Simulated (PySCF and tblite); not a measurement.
Results of a calculation; reference values are marked as such.
2 regioisomers of C7H16OSi:

```tsv
isomer	SMILES
A	[CH3:1][Si:2]([CH3:3])([CH3:4])[C@@H:5]1[CH2:6][CH2:7][O:8][CH2:9]1
B	[CH3:1][Si:2]([CH3:3])([CH3:4])[C@@H:5]1[CH2:6][CH2:7][CH2:8][O:9]1
```

Protocol: conformer search, at most 6 conformers an isomer, GFN2-xTB geometries, energies PBE0/6-31G* (D3(BJ) added where defined), weights at 298.15 K with GFN2-xTB thermal terms. Programs: PySCF with density fitting and tblite.

Equilibrium rotational constants and dipole components of each isomer's leading conformer, in random order:

```
set  A (MHz)  B (MHz)  C (MHz)  abs μa  abs μb  abs μc (D)
  P     2138      890      811    0.51    1.35        0.11
  Q     2161      836      765    1.69    1.05        0.04
```

Task: Match sets and isomers.

Result: P is B (C1), Q is A (C1).

The whole study took 13 min on 1 thread of Arm Neoverse N1, on a host shared with other jobs (rough), peak memory 0.9 GiB, launched as `OMP_NUM_THREADS=1 python ens_run.py task.json out`.
